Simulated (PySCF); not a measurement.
TaS₃⁻: from structure and modes to constants

Method: PBE0 in PySCF with Ta def2-SVPD with ECP60, S def2-SVPD; scalar-relativistic core potentials, no spin–orbit coupling; density-fitted integrals.

The singlet minimum has C3v symmetry. Masses (u): Ta 180.94800, S 31.97207.

```xyz
4
charge -1 multiplicity 1, angstrom
Ta    0.0000    0.0000   -0.2111
S     2.1377    0.0000    0.3982
S    -1.0688    1.8513    0.3982
S    -1.0689   -1.8513    0.3982
```

Harmonic wavenumbers (cm⁻¹): 101.7 (a1, ×1), 153.3 (e, ×2), 475.6 (e, ×2), 484.7 (a1, ×1).

Question: Find the principal moments of inertia and the rotational constants. What kind of rotor is it?

Answer: About the centre of mass I = 242.43, 242.43, 438.31 u Å². With B = 16.8576/I this gives 0.06954, 0.06954, 0.03846 cm⁻¹. The molecule is an oblate symmetric top.

Question: What is the harmonic zero-point energy?

Answer: Half the sum of all 6 wavenumbers, 1844/2 = 922 cm⁻¹, which is 11.0 kJ/mol (1 cm⁻¹ = 0.0119627 kJ/mol).

Question: Find the vibrational entropy and heat capacity at 298.15 K.

Answer: With u = 1.43878 ω/T, each mode gives S = R[u/(eᵘ−1) − ln(1−e⁻ᵘ)] and C = R u² eᵘ/(eᵘ−1)².
| ω (cm⁻¹) | u | S (J/(mol K)) | C (J/(mol K)) |
| --- | --- | --- | --- |
| 101.7 | 0.491 | 14.31 | 8.15 |
| 153.3 (×2) | 0.740 | 11.01 | 7.95 |
| 475.6 (×2) | 2.295 | 3.02 | 5.46 |
| 484.7 | 2.339 | 2.92 | 5.37 |
The sums over all modes are S = 45.3 and C = 40.3 J/(mol K); the softest mode gives 32 % of the entropy (each member, where degenerate).

Question: Give the standard entropy (298.15 K, 1 bar) by its translational, rotational, vibrational and spin parts, and Cp.

Answer: Sackur–Tetrode with M = 276.86 u gives 179.0; rotation with symmetry number 3 gives 110.3; vibration 45.3; spin R ln 1 = 0.0. The total is 334.6 J/(mol K), and Cp = 4 R + 40.3 = 73.6 J/(mol K).

Other isomers or separated fragments may lie lower. The lowest empty level of this anion is unbound, so it and the gap depend on the basis. With an element this heavy the missing spin–orbit coupling can shift these numbers.
